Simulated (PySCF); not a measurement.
**Bromine: a sound run and one with changed settings**

Sound run: Br²⁺ [Ar] 3d10 4s2 4p3, Br³⁺ [Ar] 3d10 4s2 4p2. All numbers are calculated (PySCF 2.14, the spin-free X2C one-electron Hamiltonian (Gaussian nucleus), in x2c-SVPall (5s4p3d, 32 functions)). The sound run starts from symmetry-adapted Hartree-Fock orbitals and uses a fine grid where one is needed.

Changed run: 14 angular points. This setting is unsound on purpose.

```tsv
species	method	sound run (hartree)	changed run (hartree)	converged
Br²⁺	UHF	-2602.81535	-2602.81535	yes
Br²⁺	LDA	-2600.77815	-2600.77815	yes
Br²⁺	B3LYP	-2604.55991	-2604.55991	yes
Br³⁺	UHF	-2601.54359	-2601.54359	yes
Br³⁺	LDA	-2599.48052	-2599.48115	yes
Br³⁺	B3LYP	-2603.26831	-2603.26865	yes
```

Ionisation energy of Br²⁺:

| method | sound run (eV) | changed run (eV) |
| --- | --- | --- |
| UHF | 34.606 | 34.606 |
| LDA | 35.310 | 35.293 |
| B3LYP | 35.146 | 35.137 |

A coarse angular grid integrates products of high-l functions wrongly, so density functionals can shift, and the SCF can exploit the error; Hartree-Fock and MP2 need no grid.

For comparison, NIST gives 34.871 ± 0.019 eV between the lowest levels.
